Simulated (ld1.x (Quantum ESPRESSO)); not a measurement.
**tin, TM semilocal: configuration errors across variants**

| Item | Value |
| --- | --- |
| Element | tin (Sn) |
| Generator | ld1.x (Quantum ESPRESSO) 7.5 |
| Type | norm-conserving Troullier–Martins (semilocal form) |
| Functional | PBE |
| Relativity | scalar-relativistic |
| Frozen core | [Kr] |
| Valence charge | 14 |
| Reference configuration | 4d10 5s2 5p2 |
| Partial waves | 5s (bound): rc 1.50 bohr; 4d (bound): rc 1.35 bohr; 5p (bound): rc 2.25 bohr |
| Local potential | the p channel |
| Core correction | none |

All-electron excitation energies from the reference (eV): (1) 4d10 5s2 5p1 6.875; (2) 4d10 5s2 5p0 20.827; (3) 4d10 5s1 5p0 51.798; (4) 4d9 5s2 5p3 24.466; (5) 4d10 5s0 5p4 14.186; (6) 4d10 5s1 5p2 14.524; (7) 4d10 5s2 5p1.5 2.616.

A semilocal file is local in each channel, so a ghost entry of none says nothing of the separable form that plane-wave codes build from it.

Tests that are not counted but printed errors over 1 eV. “all radii scaled by about 0.85 (s 1.28, p 1.92, d 1.16 bohr)”: all (the test run did not reproduce the reference configuration, from which every error is measured).

1 further variants failed, have other tests or too few solved ones, and are left out.

A true bound ghost makes a file unfit for plane-wave use even where its test errors are small: the radial tests pick states by their node count and pass the ghost by. Where a test does run into it, the solver fails or the error is huge.

Errors AE − PS in meV (a dash: test not solved or not reliable):

| change | (1) | (2) | (3) | (4) | (5) | (6) | (7) | bound ghosts |
| --- | --- | --- | --- | --- | --- | --- | --- | --- |
| base | -0.4 | +2.7 | +58 | -85 | -8.5 | +5.6 | -0.4 | none |
| all radii scaled by about 0.85 (s 1.28, p 1.92, d 1.16 bohr) | – | – | – | – | – | – | – | s |
| all radii scaled by about 1.09 (s 1.64, p 2.46, d 1.48 bohr) | -0.4 | +2.4 | +44 | -150 | +1.9 | +4.8 | -0.4 | none |
| all radii scaled by about 1.15 (s 1.72, p 2.60, d 1.56 bohr) | -0.3 | +1.4 | +36 | -158 | +6.2 | +5.2 | -0.3 | none |
| all radii scaled by about 1.23 (s 1.84, p 2.76, d 1.66 bohr) | -0.2 | -0.4 | +27 | -157 | +11 | +6.2 | -0.3 | none |
| all radii scaled by about 1.30 (s 1.94, p 2.92, d 1.76 bohr) | -0.2 | -3.1 | +18 | -139 | +19 | +8.3 | -0.2 | none |
| all radii scaled by about 1.37 (s 2.06, p 3.08, d 1.86 bohr) | -0.3 | -7.4 | +4.8 | -110 | +27 | +11 | -0.2 | none |

Q: Give the same row for: all radii scaled by about 0.91 (s 1.36, p 2.06, d 1.24 bohr).

A: +8.2, +65, +129, +769, +54, +28, +1.1; bound ghosts: none.
